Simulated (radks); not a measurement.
The numbers below are computed, except where a source is named.
Task: All-electron atom: Re12+ in [Kr] 4d10 4f13 5s2 5p2 (the NIST ground configuration). Code: a radial shooting solver on a logarithmic mesh with Libxc functionals. Model: Dirac Kohn-Sham, LDA (Slater exchange, Perdew-Wang correlation), spin-unpolarised, spherical densities, point nucleus; open shells are shared between the two j in proportion to 2j + 1; speed of light set to 1370.36 atomic units (10 times the physical value, a model run). Some entries of the table are withheld. Estimate them.

| orbital | occ. | eigenvalue (hartree) | r(max) (bohr) | <r^2> (bohr^2) |
|---|---|---|---|---|
| 1s1/2 | 2 | -2418.024 | 0.01339 | 0.0005446 |
| 2s1/2 | 2 | -406.0101 | 0.07293 | 0.008511 |
| 2p1/2 | 2 | (1) | 0.05656 | 0.006285 |
| 2p3/2 | 4 | (2) | 0.05662 | 0.006297 |
| 3s1/2 | 2 | -99.62501 | 0.2002 | 0.05325 |
| 3p1/2 | 2 | -92.10604 | 0.1885 | 0.04917 |
| 3p3/2 | 4 | -92.01337 | 0.1886 | 0.04923 |
| 3d3/2 | 4 | -77.96242 | 0.1485 | 0.03819 |
| 3d5/2 | 6 | -77.93785 | 0.1486 | 0.03821 |
| 4s1/2 | 2 | -26.66667 | 0.4488 | 0.2584 |
| 4p1/2 | 2 | -23.49659 | 0.4489 | 0.2664 |
| 4p3/2 | 4 | -23.47508 | 0.4492 | 0.2668 |
| 4d3/2 | 4 | -17.67622 | 0.4439 | 0.2847 |
| 4d5/2 | 6 | -17.67127 | 0.4440 | 0.2848 |
| 4f5/2 | 5.57143 | -10.00798 | (3) | 0.3390 |
| 4f7/2 | 7.42857 | -10.00691 | (4) | 0.3391 |
| 5s1/2 | 2 | -9.79811 | 0.9720 | 1.163 |
| 5p1/2 | 0.666667 | -8.69382 | 1.017 | 1.291 |
| 5p3/2 | 1.33333 | -8.68913 | 1.018 | 1.292 |

Result: 
(1) 2p1/2 eigenvalue (hartree): -389.8900
(2) 2p3/2 eigenvalue (hartree): -389.4572
(3) 4f5/2 r(max) (bohr): 0.4039
(4) 4f7/2 r(max) (bohr): 0.4039
